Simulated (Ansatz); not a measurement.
```yaml
crystal:
  periodic: [false, false, false]
  atoms:
    - {symbol: C, position_ang: [0.543152, -0.943115, 0.989031]}
    - {symbol: C, position_ang: [-0.178124, -0.763925, -0.322994]}
    - {symbol: O, position_ang: [-0.968940, 0.424535, -0.305219]}
    - {symbol: B, position_ang: [-0.554547, 1.623817, -0.704555]}
    - {symbol: Cl, position_ang: [1.056464, 1.912955, -1.363706]}
    - {symbol: Cl, position_ang: [-1.663642, 2.974552, -0.571365]}
    - {symbol: H, position_ang: [1.089769, -1.888873, 0.985037]}
    - {symbol: H, position_ang: [-0.164064, -0.956795, 1.820132]}
    - {symbol: H, position_ang: [1.259848, -0.135797, 1.152637]}
    - {symbol: H, position_ang: [-0.880012, -1.580416, -0.500407]}
    - {symbol: H, position_ang: [0.525395, -0.723938, -1.157990]}
basis:
  gaussian: {orbitals: def2-mTZVPP}
total_charge: -1
magnetization: {spin_polarized: true, initial_magnetization: 9}
hamiltonian: {xc: {name: SPW92}}
```

```sh
$ ansatz run in.yaml --threads 2 --pin off --events-out ev --progress --plain --max-ram 32768MiB --backend cpu
```

Shortened log:

```
Functional definition: SPW92
1507 factors; their error is unknown
mean field evaluation 1: about -29730.2718 eV, gradient 7.5e1 eV
mean field evaluation 2: about -28519.4565 eV, gradient 3.7e2 eV
mean field evaluation 4: about -29737.4659 eV, gradient 7.4e1 eV
mean field evaluation 8: about -29738.0368 eV, gradient 5.8e1 eV
mean field evaluation 16: about -29771.6242 eV, gradient 4.1e-1 eV
mean field evaluation 32: about -29771.6457 eV, gradient 4.5e-5 eV
mean field -29771.64566466 eV, -1094.0877982299 hartree, gradient 1.7e-6 eV, S^2 24.752813; 10 other end points of the search recorded, 0 dependent functions left out
reference -29771.64570203 eV, -1094.0877996035 hartree; 37, 28 occupied and 123, 132 virtual orbitals, 1507 factors
Total energy: -29771.64570203 eV, -1094.0877996035 hartree
```

(1) What is wrong with this run?

Answers

(1) The spin is set far too high for this molecule. The run converged. The result belongs to that input, not to the molecule as meant.
